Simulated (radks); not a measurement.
These are the eigenvalues of the occupied orbitals of an atom or ion with whole-number occupations (eV). All-electron calculation, scalar-relativistic Kohn-Sham, Slater X-alpha with alpha = 0.638, spin-polarised, spherical densities, point nucleus. Program: a radial shooting solver on a logarithmic mesh with Libxc functionals.

1s up: -2734.261
1s down: -2734.084
2s up: -248.6656
2s down: -248.4604
2p up: -188.5495
2p down: -188.2984
3s up: -19.5154
3s down: -18.4280
3p up: -7.5926
3p down: -6.6132

Which element is it, and in what charge state? The configuration may be excited. Open shells, if any, are filled with parallel spins first.

Answer. Z = 17, chlorine, charge 0: Cl in [Ne] 3s2 3p5. The list shows which subshells hold electrons but not how many an open one holds; the 1s level, -100.48 hartree, gives Z - s = 14.2 by -(Z - s)^2/2, which with screening and relativity narrows Z to a few neighbours, and the depths of the outer levels then fix element, charge and occupations together.
